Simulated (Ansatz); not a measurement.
```xyz
14

C    -0.5705   -0.4161    2.3137
C    -0.9472   -0.6760    0.8593
Si    0.0207    0.3851   -0.3637
Al    2.1704    0.7955   -1.3416
Si    0.2153    0.3190   -2.6820
H    -1.1530   -1.0446    2.9929
H    -0.7504    0.6252    2.5920
H     0.4871   -0.6235    2.4937
H    -2.0118   -0.4815    0.6917
H    -0.7786   -1.7240    0.5940
H    -0.2293    1.8517   -0.1185
H     3.7126    1.1642   -1.2558
H    -0.6822    0.9234   -3.7083
H     0.5169   -1.0983   -3.0672
```

Total charge 0; spin multiplicity 1.

List the ωB97M-V/def2-TZVPP orbital energies in eV (Ansatz 0.2.0). (Estimate.)

Ansatz gave: Occupied: -1806.38, -1806.33, -1532.54, -281.33, -281.32, -147.48, -147.44, -117.10, -101.59, -101.59, -101.56, -101.55, -101.55, -101.54, -76.76, -76.59, -76.54, -24.05, -20.15, -18.10, -15.77, -15.10, -14.20, -13.32, -13.00, -12.35, -12.02, -11.16, -10.73, -8.42, -7.89. Lowest empty: -0.39, 1.14, 1.51, 2.01, 2.47, 2.71, 2.79, 3.19.
